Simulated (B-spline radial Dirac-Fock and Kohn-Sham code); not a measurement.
## Two-hole binding energies of Ge⁴⁺

System: the Ge⁴⁺ ion in the configuration 1s2 2s2 2p6 3s2 3p6 3d10.

Level of theory: Dirac-Fock energy differences between relaxed states, corrected for Breit and QED terms; a B-spline atomic structure program. U is the two-hole binding energy less the two single-hole energies, the effective repulsion of the holes after relaxation. Each two-hole energy is an average over J within one jj subconfiguration.

```tsv
holes	E(a) (eV)	E(b) (eV)	E(ab) (eV)	U (eV)
1s⁻¹ 2p3/2⁻¹	11166.2	1279.5	12565.9	120.2
1s⁻¹ 3p3/2⁻¹	11166.2	184.7	11388.0	37.1
1s⁻¹ 3d3/2⁻¹	11166.2	88.72	?	?
2s⁻²	1479.3	1479.3	3033.5	75.0
2s⁻¹ 2p3/2⁻¹	1479.3	1279.5	2826.8	68.0
2p1/2⁻²	1310.8	1310.8	2712.3	90.7
2p1/2⁻¹ 2p3/2⁻¹	1310.8	1279.5	2673.4	83.1
2s⁻¹ 3d3/2⁻¹	1479.3	88.72	1600.2	32.2
2p1/2⁻¹ 3s⁻¹	1310.8	245.3	1590.0	33.9
2p1/2⁻¹ 3d5/2⁻¹	1310.8	88.16	1431.5	32.5
2p3/2⁻¹ 3d3/2⁻¹	1279.5	88.72	1400.8	32.5
3p1/2⁻¹ 3p3/2⁻¹	189.0	184.7	402.2	28.4
3p3/2⁻²	184.7	184.7	398.4	28.9
3d3/2⁻²	88.72	88.72	205.0	27.5
```

Q: Give the missing two-hole energy and U.

A: E(ab) = 11286.4 eV and U = 31.5 eV.

Values without a named source are computed, but for edge energies of neutral atoms, which are taken from tables.
